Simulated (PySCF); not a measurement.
**GeCl: frontier orbitals**

M06 at R = 2.180 Å; basis Ge def2-TZVPPD, Cl def2-TZVPPD; no relativity; PySCF 2.14. State: ²Π (doublet), unpaired electrons π ↑. Only the outer orbitals are listed, counted within each symmetry.

| spin | orbital | occ. | ε (eV) | on Ge (%) | main shells (%) |
| --- | --- | --- | --- | --- | --- |
| α | 10σ | 1 | -22.78 | 8 | 92 Cl s |
| α | 11σ | 1 | -13.97 | 69 | 68 Ge s, 25 Cl p |
| α | 5π | 1 | -9.48 | 8 | 92 Cl p |
| α | 5π | 1 | -9.44 | 9 | 90 Cl p |
| α | 12σ | 1 | -9.29 | 48 | 53 Cl p, 26 Ge s, 20 Ge p |
| α | 6π | 1 | -4.89 | 91 | 89 Ge p |
| α | 6π | 0 | -3.10 | 89 | 87 Ge p, 8 Cl p |
| α | 13σ | 0 | -0.58 | 55 | 30 Ge p, 24 Cl p, 20 Cl s |
| β | 10σ | 1 | -22.71 | 7 | 92 Cl s |
| β | 11σ | 1 | -13.50 | 64 | 62 Ge s, 31 Cl p |
| β | 5π | 1 | -9.42 | 8 | 92 Cl p |
| β | 5π | 1 | -9.23 | 7 | 93 Cl p |
| β | 12σ | 1 | -8.93 | 53 | 48 Cl p, 33 Ge s, 18 Ge p |
| β | 6π | 0 | -2.89 | 90 | 89 Ge p |
| β | 6π | 0 | -2.32 | 91 | 90 Ge p |
| β | 13σ | 0 | -0.38 | 53 | 42 Ge p, 41 Cl p, 11 Ge d |

Which are the highest filled and the lowest empty level, where do they sit, and how wide is the gap?

Highest filled α 6π at -4.89 eV (in %: 89 Ge p); lowest empty α 6π at -3.10 eV (in %: 87 Ge p, 8 Cl p); the gap at M06 is 1.79 eV. Both belong to one degenerate shell, split only by its one-sided filling, so this is no excitation gap.

```json
{
 "bond order (Mayer)": "1.09",
 "⟨S²⟩": "0.751",
 "charge on Ge (Mulliken, basis-dependent)": "0.30",
 "charge on Ge (Löwdin, basis-dependent)": "0.25",
 "dipole moment (positive dipole means Ge(−)Cl(+))": "-1.76 D"
}
```

Spin–orbit coupling is left out. The state was picked by a PBE0 search and need not be the measured ground state.
